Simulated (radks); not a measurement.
Species: Zn V. Configuration: [Ar] 3d8. All-electron calculation, Dirac Kohn-Sham, PBE, spin-unpolarised, spherical densities, point nucleus; open shells fill j = l - 1/2 first. Program: a radial shooting solver on a logarithmic mesh with Libxc functionals. Some entries of the table are withheld. Estimate them.

orbital  occ.  eigenvalue (Ry)  <r^2> (bohr^2)  <1/r> (bohr^-1)
1s1/2       2        -704.8968        0.003405              (1)
2s1/2       2        -90.11391         0.06029              (2)
2p1/2       2        -79.94845         0.04717            6.577
2p3/2       4        -78.19437         0.04869            6.420
3s1/2       2        -14.31068             (3)            2.123
3p1/2       2        -11.06826          0.5599            2.000
3p3/2       4        -10.83398          0.5755            1.963
3d3/2       4         -5.40729          0.7444            1.670
3d5/2       4         -5.37575          0.7519            1.661

Answer. 
(1) 1s1/2 <1/r> (bohr^-1): 30.23
(2) 2s1/2 <1/r> (bohr^-1): 6.621
(3) 3s1/2 <r^2> (bohr^2): 0.5202
